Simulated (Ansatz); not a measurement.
Steps of a relaxation of `CC[B]N` radical with UKS PBE-D4/def2-SVP.

```sh
$ ansatz run in.yaml --threads 4 --pin off --events-out ev --progress --plain --max-ram 10444MiB
```

```yaml
crystal:
  periodic: [false, false, false]
  atoms:
    - {symbol: C, position_ang: [-1.006100, 1.290100, -0.047500]}
    - {symbol: C, position_ang: [-0.081100, 0.269800, -0.549800]}
    - {symbol: B, position_ang: [0.325400, -0.691300, 0.625100]}
    - {symbol: N, position_ang: [1.405500, -1.819800, 0.375300]}
    - {symbol: H, position_ang: [-1.338000, 1.985200, -0.925200]}
    - {symbol: H, position_ang: [-1.975900, 0.877500, 0.342900]}
    - {symbol: H, position_ang: [-0.559100, 1.964700, 0.733400]}
    - {symbol: H, position_ang: [-0.517800, -0.314200, -1.354900]}
    - {symbol: H, position_ang: [0.831300, 0.781700, -0.922600]}
    - {symbol: H, position_ang: [2.139900, -1.690400, 1.051500]}
    - {symbol: H, position_ang: [0.841200, -2.710300, 0.692500]}
basis:
  gaussian: {orbitals: def2-SVP}
magnetization: {spin_polarized: true, initial_magnetization: 1}
hamiltonian: {xc: pbe, dispersion: d4}
relax: {f_tol: 0.03, max_steps: 200}
```

Positions (Å) and forces (eV/Å) along the path, 12 of 14 steps:

```xyz
11
step=1 energy=-4343.1696 eV
C    -1.006    1.290   -0.048   -2.364    2.821   -0.823
C    -0.081    0.270   -0.550    1.033   -0.484    1.381
B     0.325   -0.691    0.625    2.293   -2.056   -1.203
N     1.405   -1.820    0.375   -3.945    0.132    0.199
H    -1.338    1.985   -0.925    0.349   -0.591    1.153
H    -1.976    0.877    0.343    0.483    0.093    0.055
H    -0.559    1.965    0.733   -0.240   -0.385   -0.260
H    -0.518   -0.314   -1.355   -0.124   -0.581   -0.752
H     0.831    0.782   -0.923    0.291   -0.348   -0.255
H     2.140   -1.690    1.052    0.791   -0.163    0.915
H     0.841   -2.710    0.693    1.432    1.562   -0.410
11
step=2 energy=-4343.6538 eV
C    -1.059    1.357   -0.077   -0.728    0.903   -0.134
C    -0.089    0.279   -0.510    0.552   -0.243    0.547
B     0.391   -0.753    0.580    0.737   -0.918   -0.323
N     1.401   -1.866    0.374   -1.716    0.470    0.191
H    -1.366    2.054   -0.915    0.254   -0.439    0.349
H    -2.007    0.941    0.334    0.163   -0.048   -0.025
H    -0.634    2.009    0.719    0.007   -0.131   -0.050
H    -0.498   -0.330   -1.339   -0.037   -0.218   -0.305
H     0.849    0.729   -0.915    0.066   -0.043   -0.164
H     2.164   -1.742    1.049    0.202    0.010    0.139
H     0.912   -2.736    0.719    0.502    0.656   -0.224
11
step=3 energy=-4343.7839 eV
C    -1.066    1.366   -0.076    0.075   -0.060    0.109
C    -0.069    0.269   -0.464    0.278    0.250    0.172
B     0.358   -0.792    0.607   -0.885    0.141   -0.462
N     1.298   -1.845    0.337    0.677   -0.491    0.858
H    -1.317    2.032   -0.922   -0.017    0.067   -0.128
H    -2.014    0.935    0.305    0.003   -0.051   -0.022
H    -0.667    2.004    0.739    0.031    0.002   -0.003
H    -0.443   -0.347   -1.325    0.026   -0.004    0.177
H     0.891    0.691   -0.865   -0.086    0.096   -0.056
H     2.174   -1.672    0.890   -0.315   -0.052   -0.627
H     0.921   -2.697    0.795    0.213    0.103   -0.019
11
step=5 energy=-4344.1758 eV
C    -1.056    1.385   -0.072    0.317   -0.453    0.176
C    -0.047    0.279   -0.437    0.074   -0.212    0.066
B     0.128   -0.977    0.514   -0.054   -0.011   -1.004
N     1.173   -1.938    0.372    1.659    0.208    2.709
H    -1.245    2.062   -0.918   -0.060    0.197   -0.164
H    -2.019    0.936    0.244   -0.029    0.030   -0.043
H    -0.691    1.990    0.782    0.011    0.055   -0.003
H    -0.390   -0.273   -1.358   -0.052    0.161    0.181
H     0.952    0.685   -0.761   -0.191    0.057    0.183
H     2.171   -1.496    0.540   -1.896   -0.976   -0.863
H     1.090   -2.708    1.114    0.221    0.945   -1.239
11
step=6 energy=-4344.3501 eV
C    -1.056    1.377   -0.072    0.302   -0.457    0.227
C    -0.050    0.264   -0.435    0.042   -0.147   -0.228
B     0.104   -1.005    0.484   -0.372    0.081   -0.475
N     1.138   -1.957    0.423    1.973    0.557    1.816
H    -1.203    2.092   -0.897   -0.024    0.138   -0.160
H    -2.038    0.937    0.194   -0.032    0.021   -0.046
H    -0.715    1.947    0.816    0.012    0.025   -0.006
H    -0.366   -0.248   -1.390   -0.035    0.205    0.176
H     0.964    0.674   -0.696   -0.169    0.072    0.113
H     2.138   -1.510    0.353   -1.758   -1.070   -0.241
H     1.149   -2.629    1.242    0.060    0.575   -1.176
11
step=7 energy=-4344.5991 eV
C    -1.025    1.346   -0.052   -0.024   -0.178    0.044
C    -0.081    0.218   -0.509   -0.053    0.039   -0.516
B     0.023   -1.075    0.382   -0.284    0.059   -0.040
N     1.139   -1.874    0.583    1.611    0.208    0.563
H    -1.149    2.110   -0.843   -0.009    0.069   -0.029
H    -2.027    0.932    0.180   -0.035    0.072    0.029
H    -0.664    1.871    0.857    0.031   -0.094    0.016
H    -0.436   -0.122   -1.527    0.132   -0.027    0.413
H     0.939    0.634   -0.710    0.005   -0.031    0.052
H     2.103   -1.496    0.340   -1.006   -0.460    0.058
H     1.244   -2.601    1.318   -0.367    0.343   -0.592
11
step=8 energy=-4344.6646 eV
C    -1.025    1.327   -0.054    0.067    0.098   -0.009
C    -0.089    0.213   -0.559   -0.128   -0.069   -0.194
B     0.002   -1.056    0.367    0.517   -0.369    0.218
N     1.161   -1.780    0.689    0.438    0.098   -0.138
H    -1.137    2.143   -0.800    0.029   -0.034    0.058
H    -2.040    0.939    0.173    0.030   -0.034   -0.020
H    -0.637    1.785    0.883   -0.047   -0.041   -0.068
H    -0.439   -0.136   -1.568    0.066    0.039    0.258
H     0.939    0.622   -0.733   -0.043    0.011   -0.018
H     2.103   -1.512    0.304   -0.718   -0.203    0.327
H     1.227   -2.602    1.318   -0.210    0.504   -0.414
11
step=9 energy=-4344.6376 eV rejected
C    -0.975    1.336   -0.048   -0.790   -0.366    0.059
C    -0.153    0.165   -0.600    0.983    0.569    0.557
B     0.024   -1.087    0.339   -0.287    0.079   -0.169
N     1.191   -1.747    0.680    0.550    0.014    0.173
H    -1.005    2.227   -0.712    0.088   -0.155   -0.039
H    -2.017    0.966    0.071   -0.057    0.312    0.110
H    -0.646    1.678    0.956    0.129   -0.065   -0.048
H    -0.568   -0.199   -1.547   -0.269   -0.091   -0.450
H     0.860    0.579   -0.851    0.064   -0.250   -0.110
H     2.147   -1.393    0.458   -0.440   -0.203    0.008
H     1.208   -2.582    1.274    0.028    0.155   -0.091
11
step=11 energy=-4344.6842 eV rejected
C    -1.001    1.336   -0.049   -0.232   -0.269    0.056
C    -0.120    0.184   -0.569    0.206    0.333   -0.132
B     0.024   -1.080    0.346    0.079   -0.122    0.152
N     1.193   -1.754    0.695   -0.230    0.234   -0.143
H    -1.062    2.191   -0.755    0.066   -0.070   -0.040
H    -2.030    0.958    0.112   -0.087    0.118    0.071
H    -0.645    1.734    0.924    0.040   -0.049   -0.034
H    -0.519   -0.181   -1.546   -0.014    0.043    0.043
H     0.893    0.597   -0.805    0.099   -0.084   -0.051
H     2.129   -1.449    0.396    0.034   -0.028    0.004
H     1.204   -2.593    1.272    0.038   -0.104    0.073
11
step=12 energy=-4344.6958 eV
C    -1.019    1.327   -0.052    0.005    0.002    0.001
C    -0.095    0.206   -0.556   -0.016    0.042   -0.002
B     0.031   -1.047    0.385    0.017   -0.011   -0.032
N     1.184   -1.760    0.687   -0.006    0.006    0.004
H    -1.088    2.165   -0.776   -0.001    0.001   -0.008
H    -2.046    0.948    0.126   -0.003    0.002    0.006
H    -0.659    1.751    0.908   -0.002   -0.006    0.000
H    -0.479   -0.172   -1.533    0.006   -0.011    0.013
H     0.922    0.617   -0.782   -0.008   -0.004    0.001
H     2.116   -1.503    0.332   -0.008   -0.024    0.013
H     1.197   -2.589    1.282    0.017    0.002    0.004
11
step=13 energy=-4344.6948 eV rejected
C    -1.015    1.324   -0.048   -0.010   -0.011    0.013
C    -0.096    0.206   -0.567    0.002   -0.041   -0.052
B     0.029   -1.062    0.353    0.002    0.085    0.067
N     1.183   -1.757    0.689   -0.008   -0.017   -0.008
H    -1.086    2.168   -0.765    0.004    0.001   -0.001
H    -2.042    0.946    0.132    0.001   -0.001    0.004
H    -0.649    1.737    0.915    0.000    0.002    0.002
H    -0.488   -0.164   -1.543   -0.005    0.015   -0.034
H     0.919    0.618   -0.795   -0.006   -0.007    0.006
H     2.120   -1.501    0.347    0.003    0.006    0.028
H     1.190   -2.572    1.303    0.016   -0.032   -0.025
11
step=14 energy=-4344.6961 eV
C    -1.019    1.327   -0.052   -0.001   -0.003    0.000
C    -0.095    0.208   -0.560   -0.006    0.012    0.001
B     0.034   -1.049    0.375    0.006    0.003   -0.001
N     1.184   -1.760    0.689   -0.002   -0.006    0.000
H    -1.093    2.165   -0.776    0.001   -0.002    0.002
H    -2.044    0.947    0.132    0.002   -0.001    0.000
H    -0.655    1.750    0.908    0.001    0.000   -0.002
H    -0.480   -0.169   -1.536   -0.001   -0.004   -0.002
H     0.920    0.621   -0.787    0.001    0.000   -0.001
H     2.120   -1.508    0.341    0.003    0.003    0.000
H     1.193   -2.589    1.285   -0.003   -0.002    0.002
```

Run time 13 s (4 threads of an Intel Xeon Platinum 8488C on a shared host); peak host memory 0.17 GiB.
